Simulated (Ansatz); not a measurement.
Ge17H24⁻, a nanocrystal cut from cubic germanium. Charge -1, multiplicity 2. Geometry r2SCAN-D4/def2-SVP, that of the neutral singlet; atoms count from 1.

Cartesian coordinates in Å:
```
Ge -0.641 -4.370 1.423
Ge -2.741 -0.365 1.751
Ge 3.322 2.539 0.172
Ge -0.540 2.802 1.024
Ge 1.189 -0.771 0.893
Ge -1.524 -1.998 -1.728
Ge 0.619 1.314 -2.462
Ge -3.261 1.549 -1.642
Ge 1.344 -3.023 1.802
Ge 3.354 0.316 1.155
Ge -0.511 0.572 2.008
Ge -1.384 -4.274 -0.885
Ge -3.219 -0.655 -0.614
Ge 1.626 3.874 1.286
Ge 2.796 2.364 -2.193
Ge -1.099 2.624 -1.340
Ge 0.642 -0.913 -1.479
H -0.336 -5.836 1.793
H -1.772 -3.885 2.349
H -3.763 0.628 2.344
H -2.884 -1.697 2.515
H 4.706 3.206 0.347
H -1.630 3.639 1.733
H -1.884 -2.051 -3.232
H 0.267 1.197 -3.964
H -4.371 2.408 -1.001
H -3.566 1.420 -3.148
H 1.649 -2.955 3.312
H 2.540 -3.718 1.117
H 3.704 0.410 2.655
H 4.435 -0.546 0.471
H -0.154 0.686 3.508
H -2.749 -4.980 -1.023
H -0.369 -5.042 -1.756
H -4.598 -1.333 -0.785
H 1.964 4.006 2.785
H 1.588 5.293 0.681
H 2.785 3.768 -2.834
H 3.873 1.524 -2.909
H -1.132 4.044 -1.952
H 1.723 -1.775 -2.174
```

Single mean-field runs in def2-TZVP are fitted with def2-universal-jkfit. The highest occupied level of the charge -1 doublet lies above zero (up to 0.79 eV). By energy differences its removal costs 0.23 eV (vertical, to the charge 0 singlet, at PBE0-D4/def2-TZVP); self-interaction error and the lack of diffuse functions both raise the level.

Problem. Estimate the Mulliken populations of the heavy atoms from the PBE0/def2-TZVP orbitals of Ansatz.

Solution. 
```tsv
atom	charge (e)	spin (α − β)
Ge1	-0.08	0.07
Ge2	-0.01	0.03
Ge3	-0.11	0.08
Ge4	-0.06	0.06
Ge5	-0.24	0.13
Ge6	-0.08	0.08
Ge7	-0.06	0.08
Ge8	0.04	0.00
Ge9	0.00	0.12
Ge10	0.03	0.09
Ge11	0.01	0.00
Ge12	0.01	0.01
Ge13	-0.08	0.00
Ge14	0.04	-0.01
Ge15	0.03	0.00
Ge16	-0.06	-0.01
Ge17	0.01	0.02
```
Mulliken values and Mayer orders depend strongly on the basis.

Problem. Where does the spin sit?

Solution. Summed by element: Ge 0.75, H 0.25, of 1 unpaired in all. Largest on single atoms: Ge5 0.13, Ge9 0.12, Ge10 0.09.

Problem. And the Mayer bond orders between bonded heavy atoms (over 0.3)?

Solution. Ge1–Ge9 0.86 (2.43 Å); Ge1–Ge12 0.89 (2.43 Å); Ge2–Ge11 0.87 (2.43 Å); Ge2–Ge13 0.87 (2.43 Å); Ge3–Ge10 0.86 (2.43 Å); Ge3–Ge14 0.88 (2.43 Å); Ge3–Ge15 0.88 (2.43 Å); Ge4–Ge11 0.86 (2.44 Å); Ge4–Ge14 0.87 (2.43 Å); Ge4–Ge16 0.86 (2.44 Å); Ge5–Ge9 0.76 (2.43 Å); Ge5–Ge10 0.81 (2.44 Å); Ge5–Ge11 0.86 (2.44 Å); Ge5–Ge17 0.86 (2.44 Å); Ge6–Ge12 0.83 (2.43 Å); Ge6–Ge13 0.87 (2.43 Å); Ge6–Ge17 0.82 (2.44 Å); Ge7–Ge15 0.84 (2.43 Å); Ge7–Ge16 0.86 (2.43 Å); Ge7–Ge17 0.86 (2.43 Å); Ge8–Ge13 0.87 (2.43 Å); Ge8–Ge16 0.87 (2.43 Å).
